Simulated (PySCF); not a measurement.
**What the settings do**

Molecule: `O=S(=O)(O)c1csc([O-])c1`, [C$_{4}$H$_{3}$O$_{4}$S$_{2}$]-; geometry GFN2-xTB.

Geometry:
```json
{"atom": "O1", "x (Å)": "1.879", "y (Å)": "-1.268", "z (Å)": "-1.229"}
{"atom": "S2", "x (Å)": "1.648", "y (Å)": "-0.031", "z (Å)": "-0.524"}
{"atom": "O3", "x (Å)": "2.344", "y (Å)": "1.133", "z (Å)": "-0.990"}
{"atom": "O4", "x (Å)": "2.195", "y (Å)": "-0.290", "z (Å)": "1.005"}
{"atom": "C5", "x (Å)": "-0.048", "y (Å)": "0.262", "z (Å)": "-0.246"}
{"atom": "C6", "x (Å)": "-0.586", "y (Å)": "1.503", "z (Å)": "-0.281"}
{"atom": "S7", "x (Å)": "-2.268", "y (Å)": "1.447", "z (Å)": "0.135"}
{"atom": "C8", "x (Å)": "-2.213", "y (Å)": "-0.411", "z (Å)": "0.380"}
{"atom": "O9", "x (Å)": "-3.217", "y (Å)": "-1.018", "z (Å)": "0.719"}
{"atom": "C10", "x (Å)": "-0.906", "y (Å)": "-0.786", "z (Å)": "0.116"}
{"atom": "H11", "x (Å)": "1.863", "y (Å)": "-1.150", "z (Å)": "1.266"}
{"atom": "H12", "x (Å)": "-0.100", "y (Å)": "2.425", "z (Å)": "-0.520"}
{"atom": "H13", "x (Å)": "-0.595", "y (Å)": "-1.815", "z (Å)": "0.153"}
```

Total charge -1.

All runs: PySCF 2.14, non-relativistic, gas phase unless a solvent (IEF-PCM) is named; grid level 2, GIAOs and SCF threshold 1e-9 unless changed. The yardstick, PBE0/pcSseg-1, gives these isotropic shieldings σ (ppm, equivalent atoms averaged): O9 -19.2, O4 110.7, O1/O3 121.4, S2 185.7, C8 1.7, C5 50.5, C10 108.6.

Q: What do these inputs give? (1) PBE0/pcSseg-1; (2) KT3/pcSseg-0; (3) r2SCAN/pcSseg-1; conv 0.1; max_cycle 99; charge -3; altered: charge -3

A: 
```tsv
run	outcome	functions	wall time	O9	O4	O1/O3	S2	C8	C5	C10
1	converged	199	43 s	-19.2	110.7	121.4	185.7	1.7	50.5	108.6
2	converged	104	18 s	-45.8	108.8	105.5	207.2	16.9	63.5	117.1
3	refused	–	23 s	–	–	–	–	–	–	–
```

Times are on 1 thread of an Intel Xeon Platinum 8488C, shared host.

Q: Comment on the technical settings and failures.

A: 
- Run 3: The program stopped with: NotImplementedError: meta-GGA GIAO Charge -3 and multiplicity 1 describe another species than the intended molecule, on its geometry.

Run 3 was set up unsoundly or failed; its numbers aren't to be quoted as properties of the molecule.
